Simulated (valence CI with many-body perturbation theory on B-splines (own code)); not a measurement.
# Ge9+: M1 decay

Calculated by valence CI with perturbative core correlation (CI+MBPT): five valence electrons over a frozen Dirac-Fock core [Ar], radial functions for each j: 7 s, 7 p, 8 d, 6 f, 4 g, 1 h, with the one-electron correlation potential Σ1 (screened to all orders), the two-electron term Σ2, the three-electron term Σ3, Breit, model QED; selected single and double excitations, second order for the rest, scaled by the run's own slope (own B-spline code, finite nucleus).

No measured levels were compared; by estimate terms of the open shell hold to 2 to 4 % of their energy, and close levels can change places. Only levels of the ground parity were solved; by the run's estimate the other parity begins above the list, which can be wrong where configurations are misplaced.

Lines 1 to 50 of 120 in falling wavelength, among levels below 207710 cm⁻¹, chosen from the decays that carry over 1 % of a level's rate. Wavelengths and rates use the calculated energies, so an error of 2000 cm⁻¹ moves a line at 3880 nm by 78 % and its rate by three times that or more. Weak lines are less certain than strong ones. Lines between different terms over intervals too small for the method are left out, as are lines whose strength nearly cancels. Intervals below about 2000 cm⁻¹, as at the head of this list, are uncertain by tens of per cent. Branching is blank where the lifetime is uncertain.

Names give the largest LS component (configuration and term), which can be under half, so a name can repeat, a term be missing and a line seem to break the LS rules; names also repeat where a configuration has a term twice. Letters in brackets count levels of one name in rising energy.

| λ vac (nm) | Upper | Lower | Type | A (s⁻¹) | Branch % |
| --- | --- | --- | --- | --- | --- |
| 33260 | 3d⁵ ⁴G_7/2 | 3d⁵ ⁴G_5/2 | M1 | 1.16e-03 | 75.1 |
| 33050 | 3d⁵ ⁴G_9/2 | 3d⁵ ⁴G_11/2 | M1 | 9.74e-04 | 99.4 |
| 15980 | 3d⁵ ²I_13/2 | 3d⁵ ²I_11/2 | M1 | 2.92e-03 | 4.8 |
| 9551 | 3d⁵ ⁴P_1/2 | 3d⁵ ⁴P_3/2 | M1 | 5.49e-02 | 99.7 |
| 5406 | 3d⁵ ⁴F_3/2 | 3d⁵ ⁴F_5/2 | M1 | 2.68e-01 | 1.2 |
| 5069 | 3d⁵ ⁴D_5/2 | 3d⁵ ⁴D_7/2 | M1 | 1.83e-01 | 1.1 |
| 3901 | 3d⁵ ²G_9/2 [a] | 3d⁵ ²G_7/2 [a] | M1 | 1.35e-01 | 1.1 |
| 3880 | 3d⁵ ⁴F_5/2 | 3d⁵ ²F_7/2 [a] | M1 | 3.35e-01 | 2.5 |
| 3099 | 3d⁵ ²G_9/2 [a] | 3d⁵ ²H_11/2 | M1 | 1.50e-01 | 1.2 |
| 2890 | 3d⁵ ²G_7/2 [a] | 3d⁵ ²H_9/2 | M1 | 1.74e-01 | 4.1 |
| 2578 | 3d⁵ ²F_5/2 [a] | 3d⁵ ⁴F_7/2 | M1 | 6.99e-01 | 1.3 |
| 1927 | 3d⁵ ²F_7/2 [a] | 3d⁵ ²D_5/2 [a] | M1 | 2.25e-01 | 1.2 |
| 1894 | 3d⁵ ⁴F_5/2 | 3d⁵ ²D_3/2 [a] | M1 | 1.23e+00 | 9.1 |
| 1800 | 3d⁵ ²H_9/2 | 3d⁵ ⁴F_9/2 | M1 | 9.67e-01 | 4.3 |
| 1660 | 3d⁵ ²G_9/2 [a] | 3d⁵ ²H_9/2 | M1 | 1.81e+00 | 14.5 |
| 1613 | 3d⁵ ⁴D_1/2 | 3d⁵ ⁴P_1/2 | M1 | 2.93e+00 | 63.7 |
| 1466 | 3d⁵ ⁴D_7/2 | 3d⁵ ⁴P_5/2 | M1 | 1.69e+00 | 70.8 |
| 1403 | 3d⁵ ⁴F_3/2 | 3d⁵ ²D_3/2 [a] | M1 | 9.17e-01 | 4.2 |
| 1400 | 3d⁵ ²F_5/2 [a] | 3d⁵ ²F_7/2 [a] | M1 | 5.48e-01 | 1.0 |
| 1380 | 3d⁵ ⁴D_1/2 | 3d⁵ ⁴P_3/2 | M1 | 1.67e+00 | 36.2 |
| 1370 | 3d⁵ ²G_7/2 [a] | 3d⁵ ⁴F_7/2 | M1 | 1.15e-01 | 2.7 |
| 1288 | 3d⁵ ⁴F_5/2 | 3d⁵ ²D_5/2 [a] | M1 | 2.50e-01 | 1.8 |
| 1264 | 3d⁵ ⁴D_5/2 | 3d⁵ ⁴P_3/2 | M1 | 3.19e-01 | 1.9 |
| 1262 | 3d⁵ ⁴D_3/2 | 3d⁵ ⁴P_3/2 | M1 | 2.38e+00 | 19.3 |
| 1253 | 3d⁵ ²G_7/2 [a] | 3d⁵ ⁴F_5/2 | M1 | 6.73e-01 | 16.0 |
| 1183 | 3d⁵ ⁴F_7/2 | 3d⁵ ²D_5/2 [a] | M1 | 2.28e+00 | 6.9 |
| 1137 | 3d⁵ ⁴D_5/2 | 3d⁵ ⁴P_5/2 | M1 | 1.36e+00 | 8.1 |
| 1135 | 3d⁵ ⁴D_3/2 | 3d⁵ ⁴P_5/2 | M1 | 9.92e-01 | 8.1 |
| 1109 | 3d⁵ ²G_7/2 [a] | 3d⁵ ⁴F_9/2 | M1 | 3.70e-01 | 8.8 |
| 1016 | 3d⁵ ²F_5/2 [a] | 3d⁵ ²D_3/2 [a] | M1 | 9.07e-01 | 1.7 |
| 1014 | 3d⁵ ²G_9/2 [a] | 3d⁵ ⁴F_7/2 | M1 | 9.12e-01 | 7.3 |
| 946.9 | 3d⁵ ²G_7/2 [a] | 3d⁵ ²F_7/2 [a] | M1 | 2.09e+00 | 49.7 |
| 863.7 | 3d⁵ ²G_9/2 [a] | 3d⁵ ⁴F_9/2 | M1 | 1.25e+00 | 10.0 |
| 819.7 | 3d⁵ ⁴D_7/2 | 3d⁵ ⁴G_9/2 | M1 | 2.28e-01 | 9.5 |
| 816.3 | 3d⁵ ⁴D_7/2 | 3d⁵ ⁴G_7/2 | M1 | 2.80e-01 | 11.7 |
| 811.0 | 3d⁵ ²F_5/2 [a] | 3d⁵ ²D_5/2 [a] | M1 | 1.26e+01 | 23.2 |
| 770.4 | 3d⁵ ²F_5/2 [b] | 3d⁵ ⁴F_3/2 | M1 | 3.01e+00 | 25.4 |
| 707.0 | 3d⁵ ²F_5/2 [b] | 3d⁵ ⁴F_7/2 | M1 | 2.37e+00 | 20.0 |
| 674.3 | 3d⁵ ²F_5/2 [b] | 3d⁵ ⁴F_5/2 | M1 | 6.60e-01 | 5.6 |
| 643.0 | 3d⁵ ²F_7/2 [b] | 3d⁵ ⁴F_5/2 | M1 | 3.25e+00 | 28.5 |
| 635.0 | 3d⁵ ²G_7/2 [a] | 3d⁵ ²D_5/2 [a] | M1 | 1.18e-01 | 2.8 |
| 604.3 | 3d⁵ ²D_5/2 [a] | 3d⁵ ⁴D_5/2 | M1 | 5.79e-01 | 1.1 |
| 603.0 | 3d⁵ ²F_7/2 [b] | 3d⁵ ⁴F_9/2 | M1 | 4.79e+00 | 42.0 |
| 574.5 | 3d⁵ ²F_5/2 [b] | 3d⁵ ²F_7/2 [a] | M1 | 4.10e-01 | 3.5 |
| 571.0 | 3d⁵ ²H_9/2 | 3d⁵ ²I_11/2 | M1 | 2.40e+00 | 10.8 |
| 508.1 | 3d⁵ ²H_11/2 | 3d⁵ ²I_13/2 | M1 | 5.11e+00 |  |
| 497.3 | 3d⁵ ²F_5/2 [b] | 3d⁵ ²D_3/2 [a] | M1 | 1.94e+00 | 16.4 |
| 492.4 | 3d⁵ ²H_11/2 | 3d⁵ ²I_11/2 | M1 | 1.03e+01 |  |
| 460.0 | 3d⁵ ²F_7/2 [a] | 3d⁵ ⁴D_5/2 | M1 | 1.56e+00 | 8.1 |
| 424.9 | 3d⁵ ²G_9/2 [a] | 3d⁵ ²I_11/2 | M1 | 2.80e+00 | 22.5 |
